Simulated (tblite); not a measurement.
Run record: tight-binding relaxation, `C/C(F)=C(\CO)C[O][GeH3]`.

Computed with GFN2-xTB geometry optimisation, gas phase (tblite 0.8.0). Start geometry: from a force field or distance geometry. The input is one job of a driver script: a line of settings, then coordinates in Å.

Command:
```bash
OMP_NUM_THREADS=1 python probes_run.py task.json out
```

Input:
```
{"job": {"kind": "relax", "xc": "GFN2-xTB", "basis": "xTB"}, "charge": 0, "multiplicity": 1}
C     -2.273000    -0.559000     1.461400
C     -0.897600    -0.696600     0.895000
F     -0.049300    -1.588400     1.523100
C     -0.449500     0.013700    -0.171300
C     -1.338900     0.994400    -0.878700
O     -2.341100     0.308100    -1.589900
C      0.969900    -0.193600    -0.649000
O      1.866600     0.291400     0.333500
Ge     3.542200    -0.025700    -0.250200
H     -2.414400    -1.237200     2.334700
H     -2.453500     0.483100     1.806900
H     -3.040000    -0.829200     0.696600
H     -0.750000     1.609000    -1.591300
H     -1.789200     1.699300    -0.157700
H     -2.911200     1.012400    -2.003600
H      1.123000    -1.284200    -0.813300
H      1.126200     0.342700    -1.605300
H      3.767700     0.701700    -1.599500
H      4.547400     0.513300     0.801900
H      3.759400    -1.544600    -0.432600
```

Q: Give the output.

A: 
```
step      E/eV     max force
  0    -845.50743    1.436
  1    -845.63007    0.957
  2    -845.69082    0.700
  3    -845.72985    0.334
  4    -845.74216    0.253
  5    -845.75276    0.205
  6    -845.75766    0.177
  7    -845.76371    0.185
  8    -845.76978    0.160
  9    -845.77625    0.191
... (241 lines left out)
251    -846.12851    0.031
252    -846.12867    0.023
253    -846.12878    0.020
254    -846.12887    0.016
255    -846.12894    0.014
256    -846.12898    0.015
257    -846.12903    0.015
258    -846.12906    0.011
259    -846.12908    0.011
260    -846.12909    0.008
```

«max force» is the largest atomic force in eV/Å.

Q: From which step on does the largest force stay under 0.1 eV/Å, and how much energy is left to gain from there?

A: From step 241 (0.045 eV/Å), 4.3 meV above the end.

Summary of the converged run: energy lowered by 14.3 kcal/mol over 260 steps; largest atomic force 0.008 eV/Å at the end.

Q: Where do the atoms end?

A: 1.349 Å rms from the input after alignment:
```
atom  x, y, z in Å
C1    -1.5667   -0.6226    1.5328
C2    -0.5197   -0.6696    0.4828
F3     0.4903   -1.5430    0.8162
C4    -0.3751   -0.0157   -0.6629
C5    -1.3299    1.0251   -1.1820
O6    -2.6666    0.7536   -0.8204
C7     0.8854   -0.2385   -1.4686
O8     2.0039    0.3992   -0.9050
Ge9    2.8580   -0.0851    0.5559
H10   -1.8661   -1.6373    1.7901
H11   -1.1630   -0.1534    2.4303
H12   -2.4255   -0.0662    1.1791
H13   -1.2367    1.0587   -2.2764
H14   -1.0195    2.0077   -0.7893
H15   -3.2365    1.4071   -1.2396
H16    1.0667   -1.3167   -1.5606
H17    0.7701    0.1780   -2.4744
H18    3.1590   -1.5514    0.5279
H19    4.0721    0.7691    0.3873
H20    2.0947    0.3115    1.7877
```

Q: Estimate the wall time. Hardware: Arm Neoverse V1, one thread, shared host with 32 logical CPUs at a one-minute load of 18.

A: About 2.2 s.
Labels such as C1 count atoms from 1, the log's own numbers from 0.
